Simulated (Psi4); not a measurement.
CHF (SMILES [CH]F), singlet, geometry from GFN2-xTB.

Input for Psi4:
```
memory 2 GB

molecule {
0 1
  C    -0.56552639    0.43684752   -0.01538265
  F     0.53215338   -0.25729409    0.01555547
  H    -1.39622203   -0.30543829   -0.04770330
}

set basis 6-31g

energy('b3lyp')
print_variables()
```

**Question.** What does this run give for the dipole moment, nuclear repulsion energy, total energy, number of basis functions?

**Answer.** 
```
Property                         Result
-------------------------  ------------
dipole moment                    1.61 D
nuclear repulsion energy     27.3128 Eh
total energy               -138.3570 Eh
number of basis functions            20
```
